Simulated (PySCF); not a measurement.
Predicted microwave data (PBE0-D3(BJ)/def2-SVP geometry optimisation, gas phase in PySCF 2.14.0) for one isomer of C3H7AlO:

```
Rotational constants : A = 14821, B = 1799, C = 1643 MHz
Dipole components    : |μa| = 1.07 D, |μb| = 0.05 D, |μc| = 0.05 D
Inertial defect      : -7.51 u·Å²
κ                    : -0.98
```

Task: Which candidate fits, each taken in the one conformer that was computed?
A. `[CH2:1]=[C:2]([CH3:3])[O:4][AlH2:5]` with C1–C2–O4–Al5 178°, C2–O4–Al5–H 180° and -1°
B. `[CH2:1]=[CH:2][O:3][AlH:4][CH3:5]` with C1–C2–O3–Al4 -26°, C2–O3–Al4–C5 176°
C. `[CH2:1]=[CH:2][AlH:3][O:4][CH3:5]` with C1–C2–Al3–O4 -179°, C2–Al3–O4–C5 -179°

Result: B. It is C=C[O][AlH][CH3], a near-prolate asymmetric top, point group C1. The candidates at the same level (rigid rotor, commonest isotopes):

```json
{"SMILES": "C=[CH][AlH][O]C", "A (MHz)": "21400", "B (MHz)": "1583", "C (MHz)": "1487", "μa (D)": "0.08", "μb (D)": "0.17", "μc (D)": "0.00", "Δ (u·Å²)": "-3.19", "point group": "Cs", "rotor": "near-prolate asymmetric top"}
{"SMILES": "C=C(C)[O][AlH2]", "A (MHz)": "8610", "B (MHz)": "2391", "C (MHz)": "1894", "μa (D)": "0.28", "μb (D)": "1.16", "μc (D)": "0.02", "Δ (u·Å²)": "-3.19", "point group": "near Cs", "rotor": "asymmetric top"}
{"SMILES": "C=C[O][AlH][CH3]", "A (MHz)": "14821", "B (MHz)": "1799", "C (MHz)": "1643", "μa (D)": "1.07", "μb (D)": "0.05", "μc (D)": "0.05", "Δ (u·Å²)": "-7.51", "point group": "C1", "rotor": "near-prolate asymmetric top"}
```

`C=[CH][AlH][O]C` has A 44 % too high; `C=C(C)[O][AlH2]` has A 42 % too low. No structure here is proved a minimum.
